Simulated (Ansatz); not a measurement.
A nudged elastic band was laid between two geometries of CH$_{2}$BClN (6 atoms, charge -1, multiplicity 1).

All numbers below come from RKS PBE-D4/def2-mTZVP in Ansatz 0.2.0.

```json
{
  "movable images": "5",
  "climbing image": "from the first iteration",
  "spring": "5.0 eV/Å²",
  "optimiser": "fire",
  "start path": "IDPP",
  "force threshold": "0.05 eV/Å",
  "iteration limit": "60",
  "end points": "relaxed"
}
```

Initial state:

```xyz
6
Properties=species:S:1:pos:R:3
N -1.109 0.922 0.220
C 0.122 0.476 0.083
B 0.717 -0.639 -0.805
Cl 1.113 -2.156 0.229
H -1.734 0.284 -0.315
H 0.891 1.112 0.588
```

Final state:

```xyz
6
Properties=species:S:1:pos:R:3
N -0.790 1.076 -0.591
C 0.085 0.458 0.174
B 0.077 -0.946 0.818
Cl 1.247 -2.093 -0.101
H -1.528 0.386 -0.843
H 0.909 1.119 0.542
```

**Question.** What changes between the two ends?

**Answer.** No bond is made or broken. The dihedral H6–C2–B3–Cl4 changes from 85 to -85° by way of a nearly straight angle C2–B3–Cl4 (up to 180°), not by a turn about the bond. The two ends are copies of one structure, up to a mirror image or an exchange of like atoms.

**Question.** Give the energies along the band, and the barrier.

**Answer.** The forces met the threshold. The highest image is number 3 of 0 to 6, 0.88 eV above the ends, which have the same energy within 2 meV. The order of the stationary point at the top wasn't checked. Limits of this set-up: an anion without diffuse functions, the dipole of an ion depends on the origin.

| image | path coordinate (Å) | energy (eV) | angle C2–B3–Cl4 (°) |
| --- | --- | --- | --- |
| 0 | 0.00 | 0.00 | 110 |
| 1 | 0.37 | 0.11 | 126 |
| 2 | 0.74 | 0.49 | 150 |
| 3 | 1.12 | 0.88 | 180 |
| 4 | 1.49 | 0.49 | 150 |
| 5 | 1.86 | 0.11 | 127 |
| 6 | 2.23 | 0.00 | 110 |

**Question.** What is the geometry of the highest image?

**Answer.** 
```xyz
6
Properties=species:S:1:pos:R:3
N -1.064 1.168 -0.237
C 0.083 0.509 0.124
B 0.607 -0.840 0.105
Cl 1.236 -2.490 0.076
H -1.712 0.459 -0.630
H 0.850 1.194 0.562
```

Run time: 8.9 min on 1 thread of Arm Neoverse N1, on a shared host, peak memory 0.26 GiB.
